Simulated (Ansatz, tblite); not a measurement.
Cost and result up the ladder for Li2I2 (the lowest singlet isomer of a short search) (4 atoms). Total charge 0; singlet. Geometry: r2SCAN-D4/def2-TZVP.

```xyz
4

Li    0.085    0.687    1.238
Li   -0.085   -0.687   -1.239
I    -1.647    1.272   -0.593
I     1.646   -1.273    0.593
```

Ansatz on 4 threads of Arm Neoverse V2 on a shared host; xTB runs through tblite on one thread. Times are rough, summed over both states, and most runs start from the orbitals of an earlier one. ωB97M-V/def2-TZVP serves as the yardstick here, not as an exact answer. The other state is a triplet at its own geometry, which has other bonds, so the gap mixes isomer and spin.

In the def2 sets I takes a core potential; there is no spin–orbit coupling. The xTB rows come from tblite. Correlated methods freeze 8 core orbitals; core or outer-core shells of Li, I are correlated, in sets that lack core-valence functions. In CCSD on the charge 0 triplet the largest single amplitude is 0.44, so its Hartree–Fock determinant may place the open shell otherwise than the density functionals do. In the triplet, I3 and I4 lie 3.27 Å apart (atoms count from 1), so these atoms are partly bonded to each other. At PBE0-D4/def2-TZVP a singlet of charge 0 lies 4.14 eV below the triplet, each at its own geometry. The structure comes from a short search, and lower isomers may exist.

Run but left out: HF/def2-TZVP, HF/def2-TZVPP, MP2/def2-TZVP, MP2/def2-TZVPP (triplet: a determinant that CCSD turns far, T1 0.051).

Correlated methods converge slowly with the basis.

xTB has no spin-polarisation term.

```tsv
level	functions	triplet − singlet (eV)	difference from ωB97M-V/def2-TZVP (eV)	remarks
CCSD(T)/def2-TZVPP	138	4.53	-0.09	large T1 (0.051) (triplet)
RPA@PBE/def2-TZVP	128	3.88	-0.75	–
GFN2-xTB	26	4.22	-0.40	–
revPBE-D4/def2-TZVP	128	3.79	-0.83	–
ωB97M-V/def2-TZVP	128	4.62	0.00	–
B97M-V/def2-TZVP	128	4.01	-0.61	–
GFN1-xTB	26	4.72	0.09	–
BHLYP-D4/def2-TZVP	128	4.44	-0.18	–
r2SCAN-D4/def2-TZVP	128	4.07	-0.55	–
PBE0-D4/def2-TZVP	128	4.14	-0.49	–
PBE-D4/def2-TZVP (with forces)	128	3.81	-0.81	–
```

(1) Estimate how long each takes.

## Answers

(1) GFN2-xTB 0.004 s; GFN1-xTB 0.005 s; revPBE-D4/def2-TZVP 2.6 s; PBE-D4/def2-TZVP (with forces) 2.8 s; BHLYP-D4/def2-TZVP 4 s; RPA@PBE/def2-TZVP 6.4 s; r2SCAN-D4/def2-TZVP 6.6 s; PBE0-D4/def2-TZVP 7.5 s; B97M-V/def2-TZVP 12 s; ωB97M-V/def2-TZVP 14 s; CCSD(T)/def2-TZVPP 71 s. On shared hardware such times vary by a factor of up to 3.
